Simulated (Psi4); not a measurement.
A dimer, CH6Si ··· HF (SMILES C[SiH3] and F); the first 8 atoms form monomer A.

```
10

Si    -0.8816     0.1042    -0.0221
C      0.9810    -0.1160     0.0246
H     -1.4881    -0.7908    -1.0378
H     -1.2337     1.5039    -0.3649
H     -1.4788    -0.2165     1.2974
H      1.2448    -1.1447     0.2765
H      1.4317     0.5408     0.7708
H      1.4248     0.1190    -0.9445
F     -0.7989    -3.2728     0.8198
H     -1.1225    -2.4312     0.6156
```

What interaction energy does SAPT0/jun-cc-pVDZ, frozen core in Psi4 give, and which attractive term is the largest?

Total 3.60 kJ/mol: electrostatics 2.95, exchange 9.52, induction -4.82, dispersion -4.05. The most attractive term is induction.
